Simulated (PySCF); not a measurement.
# Electron correlation in Hg⁺ (mercury, charge +1)

[Xe] 4f14 5d10 6s1, 2S determinant. Calculation: PySCF 2.14, in def2-SVP with the def2 core potential (60 electrons) (6s3p2d1f, 32 functions); a scalar-relativistic core potential. Frozen: 5s2 5p6; 11 electrons correlated.

MP2 pair energies summed by pair of shells (mhartree):

```tsv
pair	energy	share (%)
5d-5d	-199.98	82.1
5d-6s	-43.73	17.9
```

Total MP2 correlation energy: -243.71 mhartree.

Same-spin part -88.95 and opposite-spin part -154.76 mhartree; SCS-MP2 scales them by 1/3 and 6/5 to -215.36 mhartree.

| level | correlation energy (mhartree) |
| --- | --- |
| CCSD | -232.61 |
| (T) | -2.26 |
| CCSD(T) | -234.87 |

Diagnostics: T1 = 0.0091, D1 = 0.0310, largest double amplitude 0.025.

Is a single reference adequate?

Yes, within this model without spin-orbit coupling: T1 lies below 0.03 and no double amplitude reaches 0.07.
